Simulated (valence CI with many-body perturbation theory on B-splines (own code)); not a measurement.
Pr²⁷⁺: magnetic and hyperfine properties of the levels

Computed by relativistic CI+MBPT: four valence electrons over a frozen Dirac-Fock core [Ar] 3d10, radial functions for each j: 11 s, 11 p, 9 d, 7 f, 5 g, 2 h, 1 i, with the one-electron correlation potential Σ1 (screened to all orders), the two-electron term Σ2, the three-electron term Σ3, Breit, model QED; selected single and double excitations, second order for the rest (own B-spline code, finite nucleus).

No measured spectrum was set against this ion. As an estimate, large intervals hold to a few tenths of a per cent, small ones and those within an open d or f shell to about a per cent.

A/g_I is the dipole constant over the nuclear g factor μ/I (μ in nuclear magnetons, uniformly magnetised nucleus), B/Q the quadrupole constant per barn. Both hold the static response of the core; the bare values leave it out. Large factors of s and p1/2 electrons are usually good to 5 to 10 %; those of open d and f shells near neutrality can be off by tens of per cent, and small factors of p3/2, d and f electrons come from cancelling terms and can be off by a factor of two or in sign, in half-filled shells by more. B is blank for J = 1/2, where it vanishes, and for nearly pure S terms. Energies count from the lowest level. Levels with J = 0 are left out.

Levels are named by their leading jj configuration (3d3/2^4 stands for four electrons in 3d with j = 3/2), which in mixed levels can hold well under half, so a name can repeat and another be missing. Letters in brackets count levels of one name in rising energy.

```csv
Level,E (eV),g,A/g_I (MHz),A/g_I bare,B/Q (MHz/b),B/Q bare
(4s^2 4p1/2 4p3/2) J=1,24.60,1.499,-9810,-9640,21400,20400
(4s^2 4p1/2 4p3/2) J=2,27.54,1.204,53600,51300,31000,29700
(4s^2 4p3/2^2) J=2,54.36,1.292,23300,22300,11400,10900
(4s 4p1/2^2 4p3/2) J=2,84.54,1.692,133000,128000,28200,27000
(4s 4p1/2^2 4p3/2) J=1,94.86,0.944,-81700,-78300,34200,32800
(4s 4p1/2 4p3/2^2) J=2 [a],107.60,1.483,94000,90200,27300,26100
(4s 4p1/2 4p3/2^2) J=3,113.15,1.330,116000,112000,-3240,-3060
(4s 4p1/2 4p3/2^2) J=2 [b],120.77,1.038,16700,16100,-19500,-18700
(4s 4p1/2 4p3/2^2) J=1 [a],121.88,1.273,87800,84200,-37300,-35700
(4s 4p1/2 4p3/2^2) J=1 [b],127.24,1.460,82000,78700,8890,8500
(4s^2 4p1/2 4d3/2) J=2,130.33,0.830,33900,32700,11200,10700
(4s^2 4p1/2 4d5/2) J=3,138.95,1.107,29800,28800,14600,14100
(4s^2 4p1/2 4d3/2) J=1,140.44,0.838,-31100,-29400,5520,5320
(4s^2 4p1/2 4d5/2) J=2,140.97,1.284,4660,4750,-345,-268
(4s 4p3/2^3) J=2,144.46,1.336,105000,101000,-25700,-24600
(4s 4p3/2^3) J=1,154.93,1.260,-61500,-58900,-7140,-6810
(4s^2 4p3/2 4d5/2) J=4,160.79,1.248,11000,10700,51700,49500
(4s^2 4p3/2 4d3/2) J=2,161.99,1.027,11500,11100,-4950,-4720
(4s^2 4p3/2 4d3/2) J=3,164.26,1.196,18000,17400,19600,18800
(4s^2 4p3/2 4d3/2) J=1,166.08,1.246,-5710,-5190,-20200,-19300
(4s^2 4p3/2 4d5/2) J=2,169.57,1.295,26100,25300,-29700,-28400
(4s^2 4p3/2 4d5/2) J=3,175.20,1.110,13000,12600,21500,20700
(4s^2 4p3/2 4d5/2) J=1,178.23,0.965,-7720,-6990,6100,5880
(4p1/2^2 4p3/2^2) J=2,182.72,1.330,41000,39500,-1620,-1530
(4s 4p1/2^2 4d3/2) J=1,186.73,0.322,-98600,-94300,3120,3020
(4s 4p1/2^2 4d3/2) J=2,189.78,1.180,56000,54000,9470,9090
(4s 4p1/2^2 4d5/2) J=3,195.61,1.376,73500,70800,11400,11000
(4s 4p1/2^2 4d5/2) J=2,205.31,0.901,-28600,-27100,8870,8600
(4s 4p1/2 4p3/2 4d3/2) J=1 [a],206.25,1.307,49900,48000,-18600,-17800
(4s 4p1/2 4p3/2 4d3/2) J=2 [a],207.77,1.188,74200,71300,-27000,-25800
(4s 4p1/2 4p3/2 4d3/2) J=3 [a],209.21,1.211,71100,68300,-7100,-6750
(4p1/2 4p3/2^3) J=1,210.67,1.431,1440,1780,-20500,-19600
(4p1/2 4p3/2^3) J=2,210.92,1.168,30400,29400,-33400,-31900
(4s 4p1/2 4p3/2 4d5/2) J=4 [a],211.51,1.335,58900,56700,28600,27400
```

(1) Take the isotope of mass number 141, with I = 5/2, μ = 4.266 μN, leaving out the quadrupole term. What is the hyperfine structure of (4s 4p1/2^2 4p3/2) J=2?

## Answers

(1) From the table A = 227000 MHz. Shifts from the centre of gravity in MHz: F = 1/2: -1590000, F = 3/2: -1250000, F = 5/2: -681000, F = 7/2: 114000, F = 9/2: 1140000.
